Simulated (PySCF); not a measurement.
BH₂, SMILES [BH2+], charge +1.

Geometry optimised at r2SCAN-D4/def2-TZVPD.

Calculation: PBE/def2-TZVPD (PySCF).

Isolated molecule, no solvent.

Computed frontier levels, gap, dipole moment and polarisability:
| Item | Result |
|---|---|
| highest occupied level | -18.96 eV |
| lowest empty level | -12.11 eV |
| orbital gap | 6.85 eV |
| dipole moment about the centre of nuclear charge | 0.00 D |
| mean static polarisability | 9.8 bohr³ (1.45 Å³) |
| polarisability, principal values | 9.2, 9.2, 10.9 bohr³ |
